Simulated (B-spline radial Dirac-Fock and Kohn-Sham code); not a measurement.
## Elastic and transport cross sections of technetium for electrons

Level of theory: relativistic (Dirac) partial waves in the static field of the Dirac-Fock atom with Furness-McCarthy exchange, without polarisation or absorption potentials; a B-spline atomic structure program. Below a few hundred eV the neglected polarisation potential matters, most of all at small angles. σ_tr1 and σ_tr2 weight the cross section with 1 − P₁ and 1 − P₂ of cos θ; "backward" is the share scattered beyond 90°.

```
energy (eV)  σ (a₀²)  σ_tr1 (a₀²)  σ_tr2 (a₀²)  σ/σ_tr1  backward (%)
         50     45.7         20.5         25.3     2.23            21
       75.5     39.0         12.5         17.8     3.11           9.8
       85.3     36.4         11.1         16.3     3.29           8.0
        100     33.3         9.71         14.6     3.43           7.1
        122     29.7         8.65         12.7     3.44           7.8
        132     28.4         8.34         12.0     3.41           8.5
        171     24.6         7.47         9.67     3.30            11
        200     22.5         6.95         8.34     3.24            13
        205        ?            ?            ?        ?             ?
        211     21.9         6.77         7.91     3.23            13
        219     21.4         6.64         7.62     3.23            14
        231     20.8         6.45         7.21     3.22            14
```

Q: Fill in the row for 205 eV.

A: σ = 22.2 a₀², σ_tr1 = 6.87 a₀², σ_tr2 = 8.14 a₀², σ/σ_tr1 = 3.24, backward 13 %. The ratio σ/σ_tr1 is roughly the number of elastic collisions that randomise the direction.

Values without a named source are computed, but for edge energies of neutral atoms, which are taken from tables.
